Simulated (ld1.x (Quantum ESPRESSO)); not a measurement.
beryllium, TM: configuration errors across variants

beryllium (Be), norm-conserving Troullier–Martins (Kleinman–Bylander form), made with ld1.x (Quantum ESPRESSO) 7.5 (PBEsol, scalar-relativistic). Core [He], reference 2s1 2p1. Waves: 2p (bound): rc 4.20 bohr; 3d channel at 0.4 Ry: rc 4.25 bohr; 2s (bound): rc 1.50 bohr. Local part: the s channel. Core correction: none.

All-electron excitation energies from the reference (eV): (1) 2s2 2p0 -3.594; (2) 2s1 2p0 5.864; (3) 2s1.5 2p0 0.127; (4) 2s0 2p2 3.618; (5) 2s0 2p1 9.770.

Errors AE − PS in meV (a dash: test not solved or not reliable):

```tsv
change	(1)	(2)	(3)	(4)	(5)	bound ghosts
base	-19	+74	+19	-18	-55	none
all radii scaled by about 0.88 (s 1.32, p 3.72, d 3.76 bohr)	-13	+49	+11	-7.4	-36	none
all radii scaled by about 1.12 (s 1.68, p 4.72, d 4.78 bohr)	-27	+114	+32	-25	-75	none
all radii scaled by about 1.24 (s 1.86, p 5.22, d 5.28 bohr)	-36	+159	+48	-29	-91	none
all radii scaled by about 1.36 (s 2.04, p 5.72, d 5.78 bohr)	-44	+202	+64	-32	-103	none
```

Question: Give the same row for: all radii scaled by about 0.75 (s 1.12, p 3.16, d 3.20 bohr).

Answer: +3.4, +39, +16, +14, -9.4; bound ghosts: none.
